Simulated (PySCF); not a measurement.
Br2ClSi, multiplicity 2. Atoms are numbered in the order given.

```xyz
4

Si     0.6100    -0.4300     0.0000
Br    -0.0779     0.6568     1.8380
Br    -0.0779     0.6568    -1.8380
Cl    -0.1816    -2.3504     0.0000
```
Charge 0, spin multiplicity 2.

Geometry optimised at B3LYP-D3(BJ)/def2-SVP.

Calculation: M06-2X/def2-TZVP run with PySCF.

ESP charges are fitted to the potential on shells at 1.4 to 2.0 van der Waals radii. Atomic charges (e):

```csv
atom,Mulliken,Löwdin,ESP fit,meta-Löwdin,Mulliken spin
Si1,0.50,-0.58,0.21,…,0.73
Br2,-0.17,0.18,-0.07,…,0.10
Br3,-0.17,0.18,-0.07,…,0.10
Cl4,-0.17,0.22,-0.08,…,0.07
```

**Question.** Some entries are withheld; supply them. (Estimate from the structure and the level; the computed values follow.)

**Answer.** 
- Si1, meta-Löwdin: 0.67
- Br2, meta-Löwdin: -0.21
- Br3, meta-Löwdin: -0.21
- Cl4, meta-Löwdin: -0.25

Computed Mayer and Wiberg (Löwdin basis) orders of the bonds:
```json
[
 {"bond": "Si1–Br2", "Mayer": "1.19", "Wiberg": "1.85"},
 {"bond": "Si1–Br3", "Mayer": "1.19", "Wiberg": "1.85"},
 {"bond": "Si1–Cl4", "Mayer": "1.20", "Wiberg": "1.89"}
]
```
